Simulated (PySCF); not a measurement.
# Reading the logs of faulty runs: BCH6Si2

Calculated results; nothing here was measured. The program is PySCF 2.14.0, an open-source quantum chemistry code, run on an isolated molecule that a program drew, which may never have been made. The molecule is BCH6Si2 (charge 0, doublet), drawn as the SMILES string `[SiH2]B=C[SiH3]`.

Each row is a Hartree-Fock (HF) and frozen-core CCSD(T) single point in the cc-pV(D+d)Z basis, meant for a local HF minimum. Run 1 is clean. Each other run has one planted mistake out of seven kinds, and not every kind appears here: one electron removed, one electron added, multiplicity raised by two, geometry at a saddle point, minimal basis STO-3G, one bond length entered in bohr, all coordinates scaled. The reference is restricted for singlets and unrestricted otherwise, and also for a bond in bohr. Adding or removing an electron swaps singlet and doublet. Electrons count all cores. HOMO and LUMO are orbital energies over both spins, the gradient is its largest component, and the lowest frequency (negative if imaginary) is given only where the gradient is small. Bond lengths are over the 9 bonds as drawn. T1 is the CCSD diagnostic: over 0.02 (restricted) or 0.045 (unrestricted) a single reference is doubtful.

Geometry of the clean run:
```xyz
10
BCH6Si2, angstrom
Si   -1.0483   -0.2012    2.6036
B    -0.3770   -0.4511    0.7667
C     0.0592   -0.6732   -0.5286
Si    1.3491    0.4217   -1.2985
H    -0.0832   -0.4572    3.6901
H    -1.8445    1.0175    2.8457
H    -0.3423   -1.4915   -1.1228
H     1.7592    1.4658   -0.3275
H     2.5529   -0.3513   -1.6914
H     0.8347    1.0921   -2.5178
```

```
run,electrons,basis functions,<S^2>,HOMO (eV),LUMO (eV),gradient (hartree/bohr),lowest frequency (cm^-1),mean bond (Å),longest bond (Å),T1,HF (hartree),CCSD(T) (hartree),mistake
1,45,104,0.764,-9.05,0.29,2.2e-05,80,1.5228,1.972,0.0170,-643.83466,-644.30512,no fault
2,45,104,3.769,-5.82,-0.11,9.9e-02,-,1.5228,1.972,0.0165,-643.73931,-644.17320,multiplicity raised by two
3,44,104,0.000,-13.77,-7.33,4.2e-02,-,1.5228,1.972,0.0200,-643.52951,-643.99038,one electron removed
4,46,104,0.000,-1.59,7.62,5.3e-02,-,1.5228,1.972,0.0192,-643.85510,-644.36247,one electron added
5,45,104,1.627,-8.07,0.25,1.3e-02,-,1.6695,2.804,0.0493,-643.72429,-644.18486,one bond length entered in bohr
6,45,34,0.889,-6.26,5.55,2.9e-02,-,1.5228,1.972,0.0336,-636.35391,-636.58894,?
```

**Which mistake was planted in run 6, and what did it cost?**

It has 34 basis functions where the clean run has 104, with the same electrons and geometry. So the mistake is: minimal basis STO-3G. Subtracting run 1 and multiplying by 627.51 kcal/mol a hartree, the energy moved by 4694.2 kcal/mol in HF and 4842.0 kcal/mol in CCSD(T).

Cautions from the logs. Run 3: T1 is over the limit, so its CCSD(T) energy is less reliable; run 5: T1 is over the limit, so its CCSD(T) energy is less reliable.
